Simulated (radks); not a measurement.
Results of a calculation; reference values are marked as such.
The rhodium ion Rh18+, configuration [Ar] 3d9. Level of theory: scalar-relativistic Kohn-Sham, exchange-only LDA, spin-polarised, spherical densities, point nucleus; open shells are filled with parallel spins first (spin-orbit coupling, left out, can overturn this in heavy ions) (a radial shooting solver on a logarithmic mesh with Libxc functionals).

Normalised radial functions P(r) = r R(r), r in bohr:

r	3s up	4s up	4s down
0.001115	0.1099	0.0583	0.0582
0.001429	0.1368	0.0725	0.0724
0.001816	0.1685	0.0893	0.0892
0.002327	0.2078	0.1102	0.1100
0.002982	0.2545	0.1349	0.1347
0.003791	0.3069	0.1626	0.1624
0.004858	0.3679	0.1950	0.1946
0.006225	0.4340	0.2300	0.2296
0.007978	0.5011	0.2654	0.2650
0.01014	0.5599	0.2964	0.2959
0.013	0.6030	0.3190	0.3184
0.01665	0.6115	0.3229	0.3224
0.02117	0.5664	0.2981	0.2976
0.02713	0.4415	0.2307	0.2303
0.03477	0.2187	0.1110	0.1108
0.0442	-0.0909	-0.0547	-0.0546
0.05664	-0.4739	-0.2578	-0.2574
0.07258	-0.8337	-0.4443	-0.4435
0.093	-1.0293	-0.5346	-0.5337
0.1182	-0.9139	-0.4479	-0.4471
0.1515	-0.3947	-0.1369	-0.1367
0.1942	0.4445	0.3274	0.3269
0.2468	1.2807	0.7161	0.7150
0.3163	1.7925	0.7708	0.7705
0.4053	1.7293	0.3118	0.3135
0.5152	1.2351	-0.4704	-0.4670
0.6603	0.6272	-1.1677	-1.1648
0.8461	0.2151	-1.3103	-1.3102
1.084	0.0455	-0.9051	-0.9072
1.378	0.0057	-0.4007	-0.4028
1.766	0.0003	-0.1005	-0.1013
2.263	0.0000	-0.0129	-0.0131

3s up: eigenvalue -1061.1 eV, 2 radial nodes at r = 0.0414, 0.172 bohr, <r> = 0.383 bohr, 90 % of the charge inside 0.562 bohr. 4s up (empty): eigenvalue -463.59 eV, 3 radial nodes at r = 0.0411, 0.164, 0.449 bohr, <r> = 0.814 bohr, 90 % of the charge inside 1.15 bohr. 4s down (empty): eigenvalue -462.75 eV, 3 radial nodes at r = 0.0411, 0.164, 0.449 bohr, <r> = 0.815 bohr, 90 % of the charge inside 1.15 bohr.
